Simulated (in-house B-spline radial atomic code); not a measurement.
Values are calculated unless marked as measured or tabulated.
Weak and strong correlation along the adiabatic connection

Two-electron singlets in several external potentials (atomic units), by full CI in B-splines with partial waves to l = 8 (correlation energies up to 0.6 % small). The repulsion is scaled by λ at fixed density; W(λ) is the mean repulsion less the Hartree energy, W(0) = E_x, and the area under W from 0 to 1 is E_xc.

Relative drop (W(λ) − E_x)/E_x:

```tsv
system	λ = 0.12	λ = 0.25	λ = 0.4	λ = 0.6	λ = 0.8	λ = 1
ω²r²/2 − Z/r, ω = 0.779, Z = 2	0.0090	0.0182	0.0284	0.0411	0.0530	0.0641
ω²r²/2 − Z/r, ω = 0.123, Z = 0.7	0.0280	0.0542	0.0802	0.1091	0.1331	0.1533
empty sphere, radius 0.3 bohr	0.0022	0.0046	0.0073	0.0109	0.0144	0.0179
−Z/r, Z = 0.762, wall at 4.46 bohr	0.0228	0.0446	0.0666	0.0918	0.1132	0.1315
−Z exp(−kr)/r, Z = 3.81, k = 0.36	0.0052	0.0108	0.0169	0.0249	0.0325	0.0399
empty sphere, radius 4.44 bohr	0.0345	0.0660	0.0963	0.1288	0.1545	0.1754
−V exp(−r²/w²), V = 3.01, w = 2.17	0.0165	0.0329	0.0502	0.0708	0.0890	0.1052
```

**Question.** Order the systems by how far second-order (GL2) theory, half the initial slope (estimated from the first points of each curve), overshoots the correlation energy, least first.
A. −Z exp(−kr)/r, Z = 3.81, k = 0.36
B. −V exp(−r²/w²), V = 3.01, w = 2.17
C. ω²r²/2 − Z/r, ω = 0.779, Z = 2
D. empty sphere, radius 4.44 bohr
E. −Z/r, Z = 0.762, wall at 4.46 bohr
F. ω²r²/2 − Z/r, ω = 0.123, Z = 0.7
G. empty sphere, radius 0.3 bohr

**Answer.** G (GL2/E_c = 1.03), A (GL2/E_c = 1.07), C (GL2/E_c = 1.13), B (GL2/E_c = 1.23), E (GL2/E_c = 1.34), F (GL2/E_c = 1.41), D (GL2/E_c = 1.48).

**Question.** What else changes along this order?

**Answer.** The ratio follows the bend of the curve. With it the leading natural occupation goes from 1.999 to 1.901 and −T_c/E_c from 0.97 to 0.67 between the first and the last.
